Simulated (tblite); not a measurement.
C5H10FO (doublet state).
SMILES with atom numbers: `[CH3:1][CH2:2][C@@:3]([CH3:4])([F:5])[CH2:6][O:7]` (hydrogens: H8, H9, H10 on C1; H11, H12 on C2; H13, H14, H15 on C4; H16, H17 on C6)

Structure optimised with GFN2-xTB, isolated species. This method treats the open shell by occupation alone, without spin polarisation.

Question: List the bond lengths, angles and torsions at this level.

Answer: 
| bond | length (Å) |
| --- | --- |
| C1–C2 | 1.512 |
| C2–C3 | 1.533 |
| C3–C4 | 1.522 |
| C3–F5 | 1.383 |
| C3–C6 | 1.572 |
| C6–O7 | 1.331 |
| C1–H8 | 1.132 |
| C1–H9, C1–H10 | 1.086 |
| C2–H11 | 1.094 |
| C2–H12 | 1.091 |
| C4–H13, C4–H14, C4–H15 | 1.087 |
| C6–H16 | 1.107 |
| C6–H17 | 1.108 |

Bonds in one row agree within 0.01 Å and their mean is given. A selection of angles:
| angle | degrees |
| --- | --- |
| C2–C1–H8 | 104.8 |
| C2–C1–H9 | 112.2 |
| C2–C1–H10 | 113.2 |
| H8–C1–H9 | 106.5 |
| H8–C1–H10 | 108.4 |
| H9–C1–H10 | 111.2 |
| C1–C2–C3 | 111.2 |
| C1–C2–H11 | 110.3 |
| C1–C2–H12 | 110.9 |
| C3–C2–H11 | 107.5 |
| C3–C2–H12 | 108.2 |
| H11–C2–H12 | 108.6 |
| C2–C3–C4 | 112.9 |
| C2–C3–F5 | 108.3 |
| C2–C3–C6 | 108.9 |
| C4–C3–F5 | 107.8 |
| C4–C3–C6 | 110.8 |
| F5–C3–C6 | 108.1 |
| C3–C4–H13 | 110.3 |
| H13–C4–H14 | 109.1 |
| H13–C4–H15 | 108.3 |
| C3–C6–O7 | 114.5 |
| C3–C6–H16 | 104.0 |
| C3–C6–H17 | 106.5 |
| O7–C6–H16 | 109.2 |
| O7–C6–H17 | 113.1 |
| H16–C6–H17 | 109.0 |

Dihedral angles: C1–C2–C3–C4 -179° (antiperiplanar); C2–C3–C6–O7 -52° (synclinal).

The C–C distances run from 1.512 Å (C1–C2, drawn single) to 1.572 Å (C3–C6, drawn single), a spread of 0.060 Å. Of the pairs four or more bonds apart, O7···H8 is among the closest relative to their van der Waals radii: 1.55 Å, 57 % of the sum of Bondi's values.

Point group: C1 (no symmetry element, even within 0.4 Å). Its GFN2-xTB frequencies are all real (lowest 125 cm⁻¹). 3 starts were optimised and ended at 0.00, 1.54 and 4.17 kcal/mol (GFN2-xTB); the lowest of these is shown.

One conformer stands for the species.

All values are computed, not measured.
